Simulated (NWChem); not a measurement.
System: CaF cation; SMILES [F][Ca+]

Computed with NWChem. Pople sets run with spherical d functions. Structure relaxed at the B3LYP/6-31G* (spherical d) level. Level: PBE0/6-31+G*; rows give the wavelength of the field.

```
field    isotropic polarisability (bohr³)  anisotropy (bohr³)
-------  --------------------------------  ------------------
static                               11.0                 7.9
1065 nm                              11.2                 8.2
589 nm                                  ?                   ?
```

Q: Fill in the missing entries.

A: 
- 589 nm, isotropic polarisability (bohr³): 11.8
- 589 nm, anisotropy (bohr³): 8.8
